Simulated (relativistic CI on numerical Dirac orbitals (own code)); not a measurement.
**Level scheme of Ba⁴⁺**

These numbers are calculated, not measured: Dirac-Coulomb-Breit CI, separate exchange-only KLI orbitals for each configuration, model QED (radiative potential, 1s self-energy scaled to tabulated hydrogen-like ionisation energies), valence Slater integrals scaled by 0.85, P86 correlation energy added to each configuration (own radial code, finite nucleus).

CI space (outside the closed core [Kr] 4d10): 5s2 5p4, 5s 5p5, 5s2 5p3 5d, 5p6, 5s2 5p3 4f, 5s 5p4 5d, 5s2 5p3 5f, 5s2 5p3 6s, 5s2 5p3 5g, 5s2 5p3 6p, 5s2 5p2 4f 5d, 5s 5p4 5f, 5s2 5p2 5d2, 5s2 5p 5d3, 5s2 5p 4f 5d2, 5s 5p2 5d3, 5s2 5p 5d2 5f, 5s2 5p 5d2 6s. Double excitations out of closed p, d and f shells are left out; levels of such configurations are missing from the list, as are those of other unlisted configurations, and high levels can miss mixing partners. These lack a partner that the ground configuration has and come out too high: 5s2 5p3 5g, 5s2 5p3 6p, 5s 5p4 5f.

The lowest level is 5s2 5p4 3P_2, with 82 % of that term; Hund's rules for 5s2 5p4 give 3P with J = 2, in agreement.

```tsv
No.	Configuration	Term	J	E (cm⁻¹)	%	Landé g	Lifetime (s)
1	5s2 5p4	3P	2	0.0	82	1.424	
2	5s2 5p4	3P	0	10946.5	69		8.92e+00
3	5s2 5p4	3P	1	16148.3	97	1.501	1.22e-02
4	5s2 5p4	1D	2	24426.5	82	1.077	1.27e-02
5	5s2 5p4	1S	0	49872.9	68		1.60e-03
6	5s 5p5	3P°	2	139094.3	75	1.499	1.93e-09
7	5s 5p5	3P°	1	147608.3	64	1.438	1.57e-09
8	5s 5p5	3P°	0	156168.9	69		2.29e-09
9	5s2 5p3 4f	5F	3	162598.4	64	1.153	4.20e-06
10	5s2 5p3 4f	5F	4	162813.4	69	1.284	2.44e-03
11	5s2 5p3 4f	5F	2	163456.9	81	1.002	2.20e-06
12	5s2 5p3 4f	5F	1	163718.5	85	0.080	4.97e-06
13	5s2 5p3 4f	5F	5	164117.7	80	1.357	1.80e+01
14	5s2 5p3 5d	5D°	3	166534.9	72	1.414	6.46e-09
15	5s2 5p3 5d	5D°	2	166726.0	68	1.334	5.17e-09
16	5s2 5p3 5d	5D°	0	167370.8	79		3.96e-09
17	5s2 5p3 4f	3F	3	167694.3	41	1.073	
18	5s2 5p3 5d	5D°	1	167813.5	83	1.464	2.40e-09
19	5s2 5p3 5d	5D°	4	167948.5	81	1.446	1.53e-05
20	5s2 5p3 5d	1P°	1	172265.9	48	1.061	1.31e-09
21	5s2 5p3 5d	3D°	2	174043.2	37	1.116	1.98e-09
22	5s2 5p3 4f	3F	2	174834.4	84	0.731	2.92e-06
23	5s2 5p3 4f	3F	4	175027.0	61	1.183	5.55e-05
24	5s2 5p3 4f	3G	3	178776.7	52	0.968	
25	5s2 5p3 4f	3G	4	180226.4	62	1.108	3.39e-05
26	5s2 5p3 5d	3D°	3	181130.1	48	1.240	3.38e-09
27	5s2 5p3 4f	3F	2	181652.7	32	0.939	1.87e-07
28	5s2 5p3 5d	3D°	1	182763.1	91	0.576	2.31e-09
29	5s2 5p3 4f	3H	4	183481.6	47	1.009	6.41e-05
30	5s2 5p3 4f	3G	5	183565.7	37	1.137	1.73e-02
31	5s2 5p3 4f	3D	3	183624.3	59	1.203	
32	5s2 5p3 5d	3F°	2	184762.8	55	0.901	3.30e-09
33	5s2 5p3 4f	1P	1	185914.7	72	0.875	2.50e-07
34	5s2 5p3 5d	1S°	0	186511.1	79		1.68e-06
35	5s2 5p3 5d	3F°	3	186874.9	63	1.142	2.68e-09
36	5s2 5p3 5d	3G°	3	188616.7	55	0.928	1.15e-09
37	5s2 5p3 5d	3G°	4	188698.5	51	1.150	5.29e-06
38	5s2 5p3 4f	3G	5	188886.8	76	1.161	1.88e-05
39	5s2 5p3 4f	3F	2	190260.9	37	1.058	7.39e-08
40	5s2 5p3 4f	1H	5	190367.8	64	1.013	1.04e-02
41	5s2 5p3 4f	3H	6	190715.7	99	1.167	8.55e-02
42	5s2 5p3 4f	3F	4	190815.7	61	1.117	1.43e-05
43	5s2 5p3 5d	3F°	4	192314.2	88	1.229	5.18e-06
44	5s2 5p3 4f	3D	1	192912.3	96	0.514	1.07e-07
45	5s2 5p3 4f	3F	3	193424.2	95	1.081	3.36e-06
46	5s2 5p3 4f	3P	2	194084.8	46	1.179	7.16e-08
47	5s2 5p3 4f	1F	3	195193.7	68	1.020	1.49e-06
48	5s2 5p3 5d	3G°	5	195219.5	98	1.200	3.41e-06
49	5s2 5p3 5d	1G°	4	195850.7	68	1.024	2.23e-06
50	5s2 5p3 4f	3P	1	195991.1	77	1.348	5.52e-08
51	5s2 5p3 4f	1D	2	196067.7	54	1.028	2.55e-07
52	5s2 5p3 4f	3P	0	197330.5	98		4.72e-08
53	5s2 5p3 5d	3D°	1	197517.7	87	0.586	4.41e-10
54	5s2 5p3 4f	1G	4	200679.6	74	1.026	5.68e-06
55	5s2 5p3 5d	1D°	2	201746.1	48	0.992	7.38e-10
56	5s2 5p3 4f	3F	3	203205.2	61	1.074	7.38e-07
57	5s2 5p3 4f	3F	4	205184.3	50	1.142	3.69e-06
58	5s2 5p3 5d	3P°	1	205330.7	54	1.503	1.40e-10
59	5s2 5p3 4f	3G	3	206509.2	54	0.870	1.57e-06
60	5s2 5p3 4f	3F	2	206554.6	79	0.750	1.02e-06
61	5s2 5p3 5d	3P°	0	206737.6	73		6.68e-10
62	5s2 5p3 5d	3D°	2	207391.9	71	1.180	1.12e-09
63	5s2 5p3 4f	3D	1	210336.2	66	0.676	1.04e-07
64	5s2 5p3 5d	3F°	3	211162.9	68	1.097	7.70e-10
65	5s2 5p3 5d	3F°	2	211375.4	72	0.832	2.59e-10
66	5s2 5p3 4f	3G	5	212255.5	69	1.165	3.09e-06
67	5s2 5p3 5d	3D°	3	212947.8	55	1.178	1.37e-10
68	5s2 5p3 4f	3D	2	213764.3	54	1.173	8.88e-08
69	5s2 5p3 4f	1G	4	216151.1	40	1.034	7.71e-06
70	5s2 5p3 4f	3D	3	217552.4	75	1.261	1.41e-06
```

Energies count from the lowest computed level; ° marks odd parity; lifetimes are radiative, by E1, M1, E2 decay to levels of this space only; some are left blank where a channel outside the calculation adds to the decay or the decay crosses a small, uncertain gap.

The mean weight of the leading LS term, summed over parents, in these 70 levels is 67 %, and that of the leading jj configuration (from the same eigenvectors) 63 %.

At this charge configurations can still be misplaced by up to about 7 % of their energy. Levels and lines within the n = 5 or 6 shells can be off by up to 10 % or somewhat more, and those that change n by about 2 %, since core polarisation is missing. 32 of the 50 excited levels that our extract of the measured tables holds in this range could be paired (the sources list more); they are missed by 8456 cm⁻¹ on average and 16382 at most, and levels without a partner can miss by more. Levels that differ in their count of f electrons can be misplaced by several ten thousand cm⁻¹, since the correlation energy of f electrons is missing or only estimated; rates across such gaps can be off by orders of magnitude.

LS names give the leading component of a level, which can be under half, so a name can repeat, a term be missing and a line seem to break the LS rules.
